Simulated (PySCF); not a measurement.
CH3BeClS. Atoms are numbered in the order given.

```xyz
7

Be     0.2660    -0.5073     0.0000
Cl    -0.1543    -2.2757     0.0000
S      0.7094     1.3331     0.0000
C     -0.9795     2.0949     0.0000
H     -1.5440     1.8177     0.9002
H     -0.8277     3.1825     0.0000
H     -1.5440     1.8177    -0.9002
```
Charge 0, spin multiplicity 1.

The structure is a stationary point at B3LYP-D3(BJ)/def2-SVP. One conformer was computed; it need not be the lowest.

The numbers are results of PySCF with B3LYP-D3(BJ)/def2-SVP, not measurements.

Frequencies are harmonic and unscaled.

```
mode  ν (cm⁻¹)  IR (km/mol)  Raman (Å⁴/amu)  depolarisation    moving atoms (share of kinetic energy)
----  --------  -----------  --------------  --------------  ----------------------------------------
1           65          0.0             0.0               –                                    H 97 %
2           93          4.5             2.6            0.67  C 42 %, H 19 %, Cl 18 %, Be 11 %, S 10 %
3          228         23.4             1.0            0.75                                   Be 88 %
4          317         20.3             2.7            0.18                   Be 70 %, Cl 13 %, S 9 %
5          379          2.2             5.0            0.09                  S 50 %, Cl 37 %, Be 10 %
6          684          6.5            17.1            0.23                     C 61 %, S 31 %, H 9 %
7          953          6.6             3.8            0.75                            H 85 %, C 14 %
8          971         11.1             3.3            0.55                            H 83 %, C 15 %
9         1098        334.0             0.2            0.13                                   Be 87 %
10        1336         12.0             2.1            0.74                            H 87 %, C 12 %
11        1457          7.6            11.5            0.75                                    H 95 %
12        1460          6.5            17.6            0.75                                    H 95 %
13        3054         20.5           127.4            0.01                                    H 98 %
14        3160          1.7            94.0            0.70                            H 90 %, C 10 %
15        3161          3.0            57.0            0.75                            H 90 %, C 10 %
```
